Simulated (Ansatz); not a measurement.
Cartesian coordinates (Å):
```xyz
10

C     -0.9571    -0.6414     0.0447
C     -1.2958     0.6454    -0.3657
S      0.0760     1.7059    -0.4694
C      1.2295     0.3740     0.0693
C      0.3781    -0.8371     0.2893
H     -1.7013    -1.4186     0.1578
H     -2.2795     1.0120    -0.6085
H      1.9874     0.2286    -0.7065
H      1.7487     0.7019     0.9750
H      0.8139    -1.7706     0.6140
```
Charge 0, spin multiplicity 2.

The numbers are results of frozen-core CCSD(T)/cc-pVTZ // B3LYP-D3(BJ)/def2-TZVP run with Ansatz (a quantum-chemistry and plane-wave program), not measurements.

```yaml
HF energy: -551.94417 Ha
MP2 correlation energy: -0.78238 Ha
```

### Question
Estimate the CCSD correlation energy, the (T) correction, the total energy and the T1 diagnostic.

### Answer

```yaml
CCSD correlation energy: -0.83464 Ha
"(T) correction": -0.04173 Ha
CCSD(T) total energy: -552.82053 Ha
T1 diagnostic: 0.028
```
